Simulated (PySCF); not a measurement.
## Structure from NMR data

Molecular formula: C9H11N. Simulated spectra:

¹H NMR (400 MHz, computed): δ 7.41 (m, 1H), 7.28 (m, 1H), 6.57 (m, 1H), 6.40 (d, 1H), 6.26 (m, 1H), 6.21 (s, 1H), 5.56 (m, 1H), 2.80 (br s, 1H), 2.70 (s, 3H).

¹³C{¹H} NMR (computed): δ 158.6 (C), 147.5 (C), 144.7 (CH), 140.5 (CH), 120.8 (CH2), 115.7 (CH), 115.0 (CH), 113.4 (CH), 28.2 (CH3).

Level of theory: PBE0-D3(BJ)/def2-SVP geometry, GIAO HF/pcSseg-1 shieldings, in PySCF 2.14 (rapidly exchanging positions averaged, non-relativistic Hamiltonian, a single conformation, no solvent model).

Scale: ¹H (σref 31.69) and ¹³C (σref 190.85) against TMS (reference shieldings calculated alike).

Q: Propose a structure and justify it.

A: 
- The formula gives 5 degrees of unsaturation (1 ring in the answer).
- 9 carbon signals for 9 carbons: no two carbons are equivalent.
- Carbon types of the structure: 2 × C, 5 × CH, 1 × CH2, 1 × CH3, leaving 1 H on heteroatoms.
- δC 158.6: aromatic carbon bearing nitrogen; an ipso carbon deshielded by its heteroatom.
- δC 147.5: substituted aromatic carbon.
- δC 144.7: alkene CH; as expected for a trigonal carbon in a double bond.
- δC 140.5, 115.7, 115.0, 113.4: aromatic CH.
- δC 120.8: terminal =CH2 carbon; as expected for a trigonal carbon in a double bond.
- δH 7.41, 7.28, 6.40, 6.21: hydrogen on an aromatic CH.
- δH 2.80: hydrogen on an aniline-type nitrogen; exchangeable, gas-phase position.

Structure: SMILES C1=CC=C(NC)C=C1C=C.

The shifts were computed for this structure.

OH/NH shifts are gas-phase values; hydrogen bonding in solution moves them, usually downfield. Shifts are as computed. Against solution values, carbons near 30 ppm lie about -0 ppm off and those near 130 ppm about +7 ppm. Of 1211 compounds with measured shifts, 218 miss one by over three times the rms of a fit or turn the order of signals round; such compounds aren't used in these exercises. No couplings were computed; multiplicities are counted from neighbouring protons, with m where these are inequivalent, close in shift, in a saturated or five-membered ring or joined by F or P, and br s for small geminal =CH2 splittings.
